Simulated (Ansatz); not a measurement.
A short molecular-dynamics run on ZnMeBr (CH3BrZn).

```yaml
crystal:
  periodic: [false, false, false]
  atoms:
    - {symbol: Zn, position_ang: [-0.005166, 0.002482, -1.100257]}
    - {symbol: C, position_ang: [0.003790, -0.001530, 0.828664]}
    - {symbol: H, position_ang: [-0.446539, 0.916257, 1.210721]}
    - {symbol: H, position_ang: [1.027197, -0.070190, 1.201531]}
    - {symbol: H, position_ang: [-0.563946, -0.853277, 1.207229]}
    - {symbol: Br, position_ang: [-0.015336, 0.006258, -3.347878]}
basis:
  gaussian: {orbitals: "6-31G*"}
hamiltonian: {xc: {name: r2SCAN}, dispersion: rvv10}
md: {timestep: 1 fs, n_steps: 15, ensemble: nve, temperature: 300, initial_velocities: maxwell_boltzmann, seed: 343}
scf: {omitted_lower_state_checks: [starts]}
```

```sh
$ ansatz run in.yaml --threads 4 --pin off --events-out ev --progress --plain --max-ram 3916MiB
```

```csv
step,time (fs),potential energy (eV),kinetic (eV),T (K),conserved (eV)
0,0.0,-119531.6748,0.1551,300,-119531.5197
1,1.0,-119531.6620,0.1430,277,-119531.5190
2,2.0,-119531.6251,0.1079,209,-119531.5172
3,3.0,-119531.5911,0.0751,145,-119531.5160
4,4.0,-119531.5794,0.0633,122,-119531.5161
5,5.0,-119531.5882,0.0708,137,-119531.5173
6,6.0,-119531.5990,0.0806,156,-119531.5184
7,7.0,-119531.5974,0.0797,154,-119531.5177
8,8.0,-119531.5949,0.0790,153,-119531.5159
9,9.0,-119531.6161,0.0998,193,-119531.5163
10,10.0,-119531.6552,0.1365,264,-119531.5187
11,11.0,-119531.6772,0.1573,304,-119531.5199
12,12.0,-119531.6631,0.1442,279,-119531.5189
13,13.0,-119531.6270,0.1099,213,-119531.5170
14,14.0,-119531.5968,0.0809,156,-119531.5159
15,15.0,-119531.5895,0.0732,142,-119531.5163
```

Velocities are drawn at the set temperature; a run this short doesn't reach equilibrium.

The 6-31G sets use Cartesian d functions.

Frames (Å, forces in eV/Å):

```xyz
6
time=0.0 fs
Zn   -0.005    0.002   -1.100    0.001   -0.001    0.253
C     0.004   -0.002    0.829   -0.005    0.002   -1.038
H    -0.447    0.916    1.211   -0.050    0.103    0.125
H     1.027   -0.070    1.202    0.116   -0.008    0.124
H    -0.564   -0.853    1.207   -0.064   -0.096    0.125
Br   -0.015    0.006   -3.348    0.002   -0.001    0.412
6
time=1.0 fs
Zn   -0.003    0.003   -1.100   -0.008   -0.004    0.239
C     0.000    0.003    0.828   -0.082   -0.780   -0.689
H    -0.461    0.921    1.207    0.064   -0.049    0.178
H     1.030   -0.102    1.203   -0.174    0.217    0.028
H    -0.561   -0.886    1.208    0.197    0.617   -0.166
Br   -0.016    0.006   -3.348    0.004   -0.001    0.410
6
time=2.0 fs
Zn   -0.002    0.003   -1.100   -0.018   -0.004    0.221
C    -0.005    0.007    0.826   -0.058   -1.340   -0.420
H    -0.474    0.925    1.205    0.178   -0.205    0.208
H     1.031   -0.131    1.204   -0.420    0.437   -0.058
H    -0.556   -0.912    1.207    0.312    1.114   -0.359
Br   -0.017    0.006   -3.348    0.006   -0.002    0.409
6
time=3.0 fs
Zn    0.000    0.003   -1.100   -0.028    0.001    0.200
C    -0.009    0.010    0.824    0.018   -1.629   -0.282
H    -0.486    0.927    1.205    0.272   -0.323    0.221
H     1.027   -0.156    1.205   -0.541    0.625   -0.109
H    -0.547   -0.928    1.203    0.269    1.328   -0.437
Br   -0.017    0.006   -3.347    0.009   -0.003    0.407
6
time=4.0 fs
Zn    0.002    0.003   -1.100   -0.037    0.014    0.174
C    -0.014    0.012    0.822    0.108   -1.639   -0.289
H    -0.495    0.926    1.207    0.328   -0.375    0.223
H     1.019   -0.176    1.205   -0.497    0.758   -0.110
H    -0.537   -0.931    1.195    0.086    1.245   -0.403
Br   -0.018    0.006   -3.347    0.011   -0.004    0.405
6
time=5.0 fs
Zn    0.003    0.003   -1.100   -0.045    0.034    0.143
C    -0.018    0.013    0.820    0.206   -1.370   -0.443
H    -0.501    0.921    1.211    0.335   -0.346    0.220
H     1.006   -0.188    1.204   -0.290    0.821   -0.060
H    -0.525   -0.922    1.183   -0.220    0.867   -0.261
Br   -0.019    0.006   -3.347    0.014   -0.005    0.402
6
time=6.0 fs
Zn    0.005    0.004   -1.100   -0.053    0.060    0.106
C    -0.022    0.012    0.817    0.321   -0.850   -0.718
H    -0.504    0.913    1.218    0.294   -0.243    0.214
H     0.990   -0.192    1.202    0.034    0.807    0.031
H    -0.516   -0.904    1.168   -0.612    0.234   -0.032
Br   -0.019    0.005   -3.346    0.017   -0.008    0.398
6
time=7.0 fs
Zn    0.007    0.004   -1.099   -0.061    0.090    0.063
C    -0.026    0.010    0.814    0.442   -0.219   -1.027
H    -0.504    0.903    1.226    0.213   -0.085    0.203
H     0.974   -0.188    1.201    0.387    0.723    0.138
H    -0.512   -0.885    1.153   -1.000   -0.498    0.228
Br   -0.020    0.005   -3.346    0.019   -0.010    0.395
6
time=8.0 fs
Zn    0.009    0.004   -1.099   -0.070    0.121    0.010
C    -0.029    0.009    0.809    0.509    0.237   -1.210
H    -0.502    0.892    1.236    0.110    0.087    0.178
H     0.963   -0.178    1.201    0.646    0.589    0.221
H    -0.518   -0.870    1.140   -1.216   -1.020    0.408
Br   -0.021    0.005   -3.345    0.022   -0.014    0.393
6
time=9.0 fs
Zn    0.010    0.004   -1.099   -0.081    0.153   -0.051
C    -0.032    0.008    0.804    0.447    0.258   -1.114
H    -0.499    0.882    1.248    0.011    0.225    0.126
H     0.957   -0.162    1.203    0.699    0.428    0.239
H    -0.536   -0.865    1.131   -1.101   -1.046    0.409
Br   -0.021    0.005   -3.345    0.025   -0.018    0.391
6
time=10.0 fs
Zn    0.012    0.005   -1.099   -0.092    0.183   -0.120
C    -0.035    0.006    0.798    0.264   -0.112   -0.714
H    -0.496    0.874    1.262   -0.061    0.285    0.033
H     0.958   -0.141    1.207    0.518    0.258    0.171
H    -0.564   -0.870    1.126   -0.656   -0.591    0.241
Br   -0.022    0.005   -3.344    0.028   -0.023    0.390
6
time=11.0 fs
Zn    0.014    0.005   -1.099   -0.104    0.210   -0.196
C    -0.038    0.005    0.792    0.052   -0.564   -0.137
H    -0.494    0.868    1.275   -0.092    0.251   -0.107
H     0.964   -0.119    1.213    0.172    0.082    0.039
H    -0.599   -0.881    1.124   -0.059    0.048    0.013
Br   -0.023    0.005   -3.344    0.031   -0.028    0.388
6
time=12.0 fs
Zn    0.015    0.005   -1.099   -0.114    0.231   -0.274
C    -0.040    0.004    0.785   -0.115   -0.836    0.453
H    -0.492    0.865    1.288   -0.090    0.149   -0.280
H     0.971   -0.095    1.219   -0.207   -0.096   -0.113
H    -0.634   -0.891    1.121    0.492    0.583   -0.172
Br   -0.023    0.005   -3.343    0.034   -0.032    0.386
6
time=13.0 fs
Zn    0.017    0.006   -1.098   -0.122    0.249   -0.351
C    -0.043    0.001    0.779   -0.221   -0.854    0.930
H    -0.491    0.864    1.298   -0.074    0.029   -0.453
H     0.977   -0.073    1.224   -0.503   -0.269   -0.237
H    -0.664   -0.896    1.117    0.884    0.880   -0.269
Br   -0.024    0.004   -3.342    0.037   -0.034    0.381
6
time=14.0 fs
Zn    0.018    0.006   -1.098   -0.127    0.263   -0.424
C    -0.045   -0.002    0.773   -0.269   -0.660    1.216
H    -0.491    0.862    1.303   -0.067   -0.054   -0.594
H     0.978   -0.053    1.227   -0.648   -0.426   -0.301
H    -0.686   -0.892    1.110    1.072    0.913   -0.270
Br   -0.025    0.004   -3.341    0.039   -0.036    0.373
6
time=15.0 fs
Zn    0.020    0.006   -1.098   -0.130    0.273   -0.489
C    -0.048   -0.005    0.769   -0.256   -0.304    1.269
H    -0.492    0.861    1.303   -0.082   -0.068   -0.674
H     0.973   -0.037    1.227   -0.616   -0.553   -0.291
H    -0.697   -0.880    1.101    1.042    0.688   -0.177
Br   -0.025    0.004   -3.340    0.041   -0.036    0.362
```

Hardware: 4 threads of AMD EPYC 7R43 on a shared host. Wall time 39 s.
